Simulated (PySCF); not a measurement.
Start geometry of `C[O][GeH2][CH]=C` from GFN2-xTB (Å):
```
atom  x, y, z in Å
C1     2.152    0.985   -0.178
C2     1.404    0.128    0.491
Ge3    0.200   -1.189   -0.346
O4    -1.387   -0.982    0.275
C5    -2.173    0.199    0.213
H6     2.758    1.747    0.301
H7     2.140    1.025   -1.261
H8     1.450    0.146    1.572
H9     0.223   -1.020   -1.827
H10    0.420   -2.612    0.090
H11   -1.642    1.044    0.681
H12   -2.422    0.469   -0.799
H13   -3.118    0.043    0.776
```

What comes out of this run: PBE0-D3(BJ)/def2-SVP geometry optimisation, gas phase (PySCF)?

```
atom  x, y, z in Å
C1     2.0520    0.9828   -0.1857
C2     1.4082    0.0585    0.5336
Ge3    0.1856   -1.2130   -0.2672
O4    -1.4593   -0.9756    0.3878
C5    -2.1213    0.2389    0.1880
H6     2.7460    1.6993    0.2687
H7     1.9180    1.0670   -1.2706
H8     1.5741    0.0175    1.6173
H9     0.1697   -0.9688   -1.7943
H10    0.5088   -2.6683    0.0960
H11   -1.5562    1.1065    0.5811
H12   -2.3333    0.4361   -0.8816
H13   -3.0875    0.2021    0.7168
```

The energy falls by 0.206 eV over 8 energy and gradient evaluations, the largest force component goes from 0.0490 to 3.6e-04 Eh/bohr, and the atoms move by 0.127 Å rms after alignment. The bond that changes most is Ge3–O4 (ends: germanium bonded to C, O and 2 H; oxygen bonded to C and Ge), which lengthens by 0.070 Å. Bonds longer at the end by more than 0.005 Å: 9 of 12; shorter: 3. Among the angles that change most is Ge3–O4–C5, from 126.6° to 120.0°. Rotational constants go from 5057, 2222, 1698 to 4934, 2277, 1735 MHz. The orientation of the end geometry is arbitrary; only internal coordinates are fixed.

The run used 128 basis functions and 53 SCF cycles in all.

PBE0-D3(BJ)/def2-SVP frequencies: not computed here. One conformer, not necessarily the lowest.
